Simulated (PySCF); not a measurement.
H4ClFGeN2, singlet, at a GFN2-xTB geometry. Base run: HF/6-31G in PySCF.

Here is a job for PySCF.
```python
from pyscf import gto, scf, solvent

mol = gto.Mole()
mol.atom = '''
    N    -1.612727   -0.947604   -0.382047
    Ge   -0.033708   -0.227824    0.069582
    N     1.322658   -1.419832   -0.069256
    F    -0.156607    0.058476    1.796076
    Cl    0.270896    1.669087   -0.798514
    H    -1.594720   -1.858378   -0.812496
    H    -2.311836   -0.364423   -0.814460
    H     1.840205   -1.551649    0.789885
    H     1.979728   -1.263893   -0.820388
'''
mol.basis = '6-31g'
mol.charge = 0
mol.spin = 0
mol.verbose = 4
mol.build()

mf = scf.RHF(mol)
mf.kernel()
mf.analyze()
```

Variants of this job, named by their change:

```csv
change,ΔE vs base (kcal/mol),dipole (D),HOMO-LUMO gap (eV)
base,0.000,3.90,14.84
model = IEF-PCM; solvent = tetrahydrofuran; vdw_scale = 1.4,-7.11,4.29,14.93
model = IEF-PCM; solvent = tetrahydrofuran; r_probe = 0.5,-5.11,4.22,14.92
model = SS(V)PE; solvent = tetrahydrofuran,-11.87,4.41,14.98
model = IEF-PCM; solvent = chloroform,-10.46,4.35,14.96
model = ddCOSMO; solvent = tetrahydrofuran,-10.26,4.37,15.02
model = IEF-PCM; solvent = tetrahydrofuran; lebedev_order = 41,-12.05,4.42,14.98
model = IEF-PCM; solvent = toluene,-6.89,4.20,14.92
model = IEF-PCM; solvent = tetrahydrofuran; vdw_scale = 1.0,-22.09,4.58,15.11
model = IEF-PCM; solvent = tetrahydrofuran; vdw_scale = 1.1,-16.11,4.50,15.03
model = IEF-PCM; solvent = acetonitrile,-14.40,4.52,15.01
model = C-PCM; solvent = tetrahydrofuran,-12.89,4.45,15.01
```

The base is the gas phase, so ΔE is the electrostatic part of solvation at a fixed geometry, without cavity and dispersion terms.
